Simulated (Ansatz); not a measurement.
Geometry optimisation, RKS PBE0/def2-SVP (Ansatz 0.2.0).

input.yaml

```yaml
crystal:
  periodic: [false, false, false]
  atoms:
    - { symbol: C, position_ang: [-0.5787, -0.025, 1.3731] }
    - { symbol: C, position_ang: [0.6867, 0.3236, 0.6683] }
    - { symbol: F, position_ang: [1.1718, 1.5215, 1.1276] }
    - { symbol: Cl, position_ang: [1.9377, -0.9711, 0.9564] }
    - { symbol: Ga, position_ang: [0.7613, 0.5223, -1.2228] }
    - { symbol: P, position_ang: [-0.3576, -0.4207, -2.4053] }
    - { symbol: H, position_ang: [-1.3257, 0.8359, 1.1567] }
    - { symbol: H, position_ang: [-1.0037, -0.9172, 0.9679] }
    - { symbol: H, position_ang: [-0.4718, -0.0444, 2.5007] }
    - { symbol: H, position_ang: [1.0688, 0.8377, -1.73] }
    - { symbol: H, position_ang: [0.76718, -0.87548, -3.24719] }
    - { symbol: H, position_ang: [-0.59831, 0.73127, -3.24033] }
basis:
  gaussian: { orbitals: def2-SVP }
hamiltonian:
  xc: pbe0
relax:
  f_tol: 0.015
  max_steps: 40
```

Command:

```bash
$ ansatz run input.yaml --threads 2 --pin off --max-ram 3072MiB --backend cpu --events-out ev --progress --plain --runs-dir out
```

Question: Where does it end, and by what steps?

Answer: The forces met the threshold. After 34 steps the energy has fallen by 34.000 eV; H12 moved furthest, 1.75 Å. The start is strongly strained (largest force component 117 eV/Å).

```tsv
step	energy less start (eV)	largest force component (eV/Å)	accepted
0	0.0000	116.943	yes
2	-30.2271	10.327	yes
4	-33.4757	1.290	yes
6	-33.8282	0.628	yes
8	-33.9081	0.208	yes
10	-33.9316	0.149	yes
12	-33.9362	0.051	yes
14	-33.9394	0.522	no
16	-33.9485	0.209	yes
18	-33.9610	0.336	yes
20	-33.9333	0.552	no
22	-33.9859	0.127	yes
24	-33.9923	0.133	yes
26	-33.9950	0.119	yes
28	-33.9982	0.055	yes
30	-33.9991	0.078	yes
32	-33.9997	0.033	yes
34	-33.9998	0.008	yes
```

```xyz
12
Properties=species:S:1:pos:R:3
C -0.704 0.115 1.222
C 0.657 0.476 0.704
F 1.135 1.546 1.388
Cl 1.820 -0.946 1.038
Ga 1.158 0.444 -1.235
P -0.029 -0.948 -2.658
H -1.391 0.952 1.021
H -1.090 -0.784 0.723
H -0.672 -0.060 2.308
H 2.440 1.240 -1.646
H 0.040 -0.029 -3.750
H -1.307 -0.488 -2.211
```

Whether the end is a true minimum wasn't checked by a vibrational analysis.

Run time: 4.3 min on 2 threads of Arm Neoverse V1, with other jobs on the host, peak memory 0.46 GiB.
